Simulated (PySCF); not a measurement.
BH3, SMILES B (connectivity only; charge and spin as stated), charge +1, multiplicity 2.

Coordinates come from a r2SCAN-D4/def2-TZVPD optimisation. The spin state was assumed, not searched. The isomer is the one that the SMILES or the coordinates give; other isomers of the formula were not compared.

All values below come from CAM-B3LYP/def2-TZVPD run with PySCF.

Gas-phase values at a fixed geometry.

```yaml
total_energy: -26.14903 hartree
point_group: C2v
"α spin, highest occupied and lowest empty level": -19.33 and -9.29 eV
"β spin, highest occupied and lowest empty level": -21.47 and -11.97 eV
dipole_moment_about_the_centre_of_nuclear_charge: 1.14 D
mean_static_polarisability: 13.1 bohr³ (1.95 Å³)
polarisability_principal_values: 10.1, 14.5, 14.9 bohr³
"⟨S²⟩": 0.754 (pure state 0.75)
```
